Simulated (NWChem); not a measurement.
Total energies of silicon dioxide molecule (O$_{2}$Si)

```
Si
O 1 1.5184
O 1 1.5184 2 180.00
```
Charge 0, spin multiplicity 1.

Everything below was run with NWChem. Structure: optimised with PBE0/def2-SVP, a minimum by its harmonic frequencies.

Basis set: def2-TZVP (99 functions).

| method | total energy (Ha) |
|---|---|
| RHF | -438.72611 |
| MP2 | -439.31246 |
| B2PLYP | -439.82530 |
| PBE | -439.73523 |
| B3LYP | -440.04444 |
| BLYP | -440.03035 |
| CCSD(T) | -439.32898 |

Total energies of different functionals aren't comparable as a measure of quality: only differences taken within one method are. 

The correlated methods keep 7 core orbitals frozen. B3LYP has NWChem's definition, with VWN1-RPA local correlation. Coupled-cluster values serve here as a point of comparison, not as the truth.
